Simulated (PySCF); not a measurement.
Start geometry of `Br[SiH]1[SiH2][SiH2][SiH2]1` from GFN2-xTB (Å):
```
atom  x, y, z in Å
Br1    2.970    1.434   -0.419
Si2    1.243    0.579    0.812
Si3   -0.853    1.466    0.107
Si4   -1.327   -0.637   -0.813
Si5    0.648   -1.568    0.003
H6     1.819    0.825    2.139
H7    -1.649    1.887    1.255
H8    -0.777    2.650   -0.762
H9    -1.529   -0.669   -2.246
H10   -2.592   -1.258   -0.285
H11    0.502   -2.536    1.116
H12    1.584   -2.201   -0.916
```

What comes out of this run: PBE0-D3(BJ)/def2-SVP geometry optimisation, gas phase (PySCF)?

```
atom  x, y, z in Å
Br1    2.5485    0.9225   -1.1615
Si2    1.3562    0.5486    0.7133
Si3   -0.7512    1.4798    0.2320
Si4   -1.1429   -0.4839   -1.0299
Si5    0.4231   -1.5850    0.3652
H6     2.1994    0.9227    1.8863
H7    -1.6265    1.4545    1.4483
H8    -0.8026    2.8245   -0.4143
H9    -0.6467   -0.3578   -2.4329
H10   -2.5390   -1.0172   -1.0253
H11   -0.2755   -2.0676    1.5996
H12    1.3038   -2.6566   -0.1869
```

The energy falls by 0.309 eV over 14 energy and gradient evaluations, the largest force component goes from 0.0193 to 2.1e-04 Eh/bohr, and the atoms move by 0.625 Å rms after alignment. The bond that changes most is Si4–H9 (SiH2 silicon to Si–H hydrogen), which lengthens by 0.045 Å. Bonds longer at the end by more than 0.005 Å: 8 of 12; shorter: 4. Among the angles that change most is Br1–Si2–H6, from 97.4° to 108.3°. Among the dihedrals that turn most is Br1–Si2–Si3–H7, from -133° to -173°. Rotational constants go from 2039, 684.6, 584.2 to 1754, 817.8, 742.4 MHz. The orientation of the end geometry is arbitrary; only internal coordinates are fixed.

The run used 139 basis functions and 89 SCF cycles in all. Time: 2.3 min of wall time; peak memory 0.68 GiB. Hardware: one thread, Arm Neoverse V2 (aarch64), no GPU, on a shared host.

Whether it is a minimum is left open (no frequencies). The numbers are those of one conformer.
